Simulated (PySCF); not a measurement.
# Structure from NMR data

The spectra below were simulated for a compound C8H15BO2.

$^{1}$H NMR (300 MHz, computed): δ 3.64 (s, 6H), 2.49 (m, 1H), 2.30 (m, 1H), 2.17 (m, 1H), 2.01 (m, 1H), 1.81 (m, 1H), 1.80 (m, 1H), 0.98 (dd, J = 7.5, 3.1 Hz, 1H), 0.71 (dd, J = 10.8, 3.1 Hz, 1H), -0.21 (dd, J = 10.8, 7.5 Hz, 1H).

$^{13}$C{$^{1}$H} NMR (computed): δ 52.7 (CH3), 37.3 (CH2), 35.7 (CH2), 30.1 (C), 25.1 (CH2), 20.4 (CH2), 9.7 (CH).

- shieldings: GIAO KT2/pcSseg-1
- structure optimised with PBE0-D3(BJ)/def2-SVP
- J couplings at B3LYP/pcJ-1 (spin–dipole term only in couplings to heteroatoms)
- code: PySCF
- one averaged value for each set of equivalent atoms, no solvent, no relativistic terms, single conformer

δ = σ(ref) − σ, references computed at the same level: $^{1}$H and $^{13}$C against TMS.

**Question.** Propose a structure and justify it.

**Answer.** 
7 carbon signals for 8 carbons: some carbons are equivalent by symmetry or fast rotation. Carbon types of the structure: 1 × C, 1 × CH, 4 × CH2, 2 × CH3, which accounts for all hydrogens. δC 52.7: methyl carbon bonded to O; the inductive effect lowers its shielding. δC 37.3, 35.7, 20.4: sp3 CH2 in a ring; a saturated carbon with 2 carbon neighbours and no heteroatom attached. δC 30.1, 25.1, 9.7: three-membered-ring carbon. δH 3.64: hydrogen on a methyl carbon bonded to O; its carbon carries O, which withdraws density. δH 2.49, 2.30, 2.17, 2.01, 1.81, 1.80: hydrogen on an sp3 CH2 in a ring. δH 0.98, 0.71, -0.21: hydrogen on a three-membered-ring carbon; cyclopropane-type protons are shielded by the ring. The protons at -0.21 and 0.71 share a coupling of 10.8 Hz (vicinal). The protons at -0.21 and 0.98 share a coupling of 7.5 Hz (vicinal). The protons at 0.71 and 0.98 share a coupling of 3.1 Hz (geminal).

Structure: SMILES COB(OC)[C@@H]1CC12CCC2.

The shifts were computed for this structure. Such data don't tell enantiomers apart.

A carbon bonded to boron is broadened by the quadrupolar boron nucleus and is often missing from a measured spectrum. Splittings below 1 Hz are ignored in the labels, and close J values are merged. Unscaled 3J(H,H) at this level run about 10 % above measured values. Shifts are as computed. Against solution values, carbons near 30 ppm lie about +2 ppm off and those near 130 ppm about -5 ppm (rms about the fit 1.2 ppm; single classes can miss by 10 ppm). Of 1328 compounds with measured shifts, 309 miss one by over three times the rms of a fit or turn the order of signals round; such compounds aren't used in these exercises. Signals without a measured value on file couldn't be tested in this way.
